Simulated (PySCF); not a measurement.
A calculated (PBE0, PySCF 2.14, x2c-QZVPPall, scalar relativity by spin-free X2C-1e) atom or ion has these occupied shells.

| shell | electrons | orbital energy (eV) | rms radius, mean of both spins (bohr) |
| --- | --- | --- | --- |
| 1s α | 1 | -85478.0 | 0.0184 |
| 1s β | 1 | -85478.0 | 0.0184 |
| 2s α | 1 | -15270.8 | 0.0743 |
| 2s β | 1 | -15270.8 | 0.0743 |
| 2p α | 3 | -13202.3 | 0.0683 |
| 2p β | 3 | -13202.2 | 0.0683 |
| 3s α | 1 | -3677.4 | 0.190 |
| 3s β | 1 | -3677.4 | 0.190 |
| 3p α | 3 | -3076.3 | 0.192 |
| 3p β | 3 | -3076.3 | 0.192 |
| 3d α | 5 | -2422.8 | 0.176 |
| 3d β | 5 | -2422.8 | 0.176 |
| 4s α | 1 | -844.57 | 0.416 |
| 4s β | 1 | -844.50 | 0.416 |
| 4p α | 3 | -645.40 | 0.444 |
| 4p β | 3 | -645.37 | 0.444 |
| 4d α | 5 | -403.20 | 0.472 |
| 4d β | 5 | -403.17 | 0.472 |
| 5s α | 1 | -154.23 | 0.934 |
| 5s β | 1 | -154.09 | 0.934 |
| 4f α | 7 | -138.27 | 0.512 |
| 4f β | 7 | -138.24 | 0.512 |
| 5p α | 3 | -98.986 | 1.07 |
| 5p β | 3 | -98.885 | 1.07 |
| 5d α | 5 | -35.406 | 1.46 |
| 5d β | 5 | -35.038 | 1.46 |
| 6s α | 1 | -26.630 | 2.42 |

(1) Name the element and its charge.

## Answers

(1) Tl²⁺ (thallium, charge +2), in [Xe] 4f14 5d10 6s1, 2S determinant.
